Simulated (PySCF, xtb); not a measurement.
Sb(H)2(OMe) (CH5OSb), SMILES C[O][SbH2].

GFN2-xTB (xtb) at its own geometry gives an orbital gap of 4.88 eV and a dipole moment of 1.19 D.

Geometry: PBE0-D3(BJ)/def2-SVP. The def2 effective core potentials stand for the cores of Sb; spin–orbit coupling is left out.

**Question.** What does CAM-B3LYP/def2-TZVPD (PySCF) give? (The exact figures need the calculation; the answer reports its results.)

**Answer.** gap 8.73 eV (levels -9.03 and -0.30 eV), dipole 1.29 D.
